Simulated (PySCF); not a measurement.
Sn(H)(Cl)2(vinyl) (C2H4Cl2Sn), SMILES [CH]([SnH]([Cl])[Cl])=C. Atoms are numbered in the order given.

```xyz
9

Sn     0.2421    -0.1171     0.3952
Cl    -0.5937     2.0357    -0.0472
Cl     1.7095    -0.6556    -1.3588
C     -1.4456    -1.3929     0.2993
C     -2.6565    -0.8971     0.0392
H      1.1906    -0.0262     1.8089
H     -1.2941    -2.4674     0.4518
H     -3.5367    -1.5473    -0.0238
H     -2.8216     0.1735    -0.1257
```
Charge 0, spin multiplicity 1.

Geometry: PBE0-D3(BJ)/def2-SVP. The structure was generated by enumeration; whether it is a known compound was not checked. The def2 effective core potentials stand for the cores of Sn; spin–orbit coupling is left out. The values are those of a single conformer.

All values below come from PySCF with IEF-PCM-PBE0/def2-SVP.

The values are the electrostatic part of the solvation free energy, E(continuum) − E(gas) at the gas-phase geometry, in a cavity of scaled van der Waals radii (PySCF's table); cavitation and dispersion terms are not included. A continuum can't describe solvent molecules that bind to the metal. In vacuum the orbital gap is 7.24 eV. The dipole moment in vacuum is 3.36 D.

```
solvent                    ε  ΔG(elec) (kcal/mol)  dipole (D)  gap (eV)
---------------------  -----  -------------------  ----------  --------
water                  78.36                 -4.5        4.34      7.21
toluene                 2.37                 -2.1        3.80      7.27
N,N-dimethylformamide  37.22                 -4.4        4.32      7.22
```
